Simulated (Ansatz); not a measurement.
Reaction (silylene formation by 1,1-elimination): `O[SiH2]S[SiH2]Cl` → `O[SiH2]S` + `[SiH]Cl`

Calculated with Ansatz (gas phase, PBE0-D4/def2-TZVP geometries, no zero-point term in ΔE). CBS: MP2 limit from def2 TZ/QZ plus the TZ coupled-cluster correction, frozen cores. This one scheme is used for every species. Functionals use def2-TZVPP. B3LYP here is the variant with VWN-RPA as its local correlation; programs differ in this. Each species was taken in one conformer, which may not be the lowest.

**Question.** Is it downhill or uphill in electronic energy at CCSD(T)/CBS, and by how much? (An estimate is asked.)

**Answer.** The calculation gave: Uphill: ΔE = +265.1 kJ/mol.

**Question.** What do these levels give: r2SCAN-D4, PBE0-D4, B3LYP, MP2/def2-TZVPP, CCSD/def2-TZVPP, HF/CBS(def2)? (An estimate is asked.)

**Answer.** Computed: r2SCAN-D4 281.5, PBE0-D4 274.9, B3LYP 232.7, MP2/def2-TZVPP 280.3, CCSD/def2-TZVPP 251.4, HF/CBS(def2) 243.0 kJ/mol.

Largest T1 diagnostic among the species: 0.013.

From PBE to PBE0 (25 % exact exchange), in def2-TZVPP and without D4, ΔE moves by +15.4 kJ/mol. The D4 term adds +23.1 kJ/mol with B3LYP and +12.7 kJ/mol with PBE0; it sums over pairs of atoms, weighted by their polarisabilities, and B3LYP, whose exchange is more repulsive, gets the larger term. In def2-TZVPP, CCSD(T) changes the Hartree–Fock value by +12.8 kJ/mol (the triples alone add +4.5 kJ/mol) and MP2 by +37.3 kJ/mol.
